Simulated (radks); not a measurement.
Values are calculated unless marked as measured or tabulated.
The nuclear charge of neutral thallium is varied continuously with 81 electrons held in [Hg] 6p1. Level of theory: Dirac Kohn-Sham, LDA (Slater exchange, Perdew-Wang correlation), spin-unpolarised, spherical densities, finite nucleus; open shells fill j = l - 1/2 first; Fermi nuclear charge, rms radius 5.4759 fm (a radial shooting solver on a logarithmic mesh with Libxc functionals). By the Hellmann-Feynman theorem dE/dZ = E(electron-nucleus)/Z, the electronic potential at the nucleus (averaged over a nucleus of fixed radius).

Z     E (hartree)  E(electron-nucleus)/Z (hartree)   HOMO  e(HOMO) (eV)  <r> HOMO (bohr)
80.8  -20146.3415                         -629.789  6p1/2        -1.733            3.651
81    -20272.5524                         -632.320  6p1/2        -3.070            3.403
81.2  -20399.2697                         -634.853  6p1/2        -4.526            3.220
81.4  -20526.4939                         -637.389  6p1/2        -6.082            3.074
81.6  -20654.2257                         -639.930  6p1/2        -7.726            2.953
81.8  -20782.4660                         -642.474  6p1/2        -9.453            2.850
82    -20911.2154                         -645.022  6p1/2       -11.255            2.760

The central difference of E at Z = 81 is -632.320 hartree, to compare with the third column; the second derivative is -12.7 hartree.
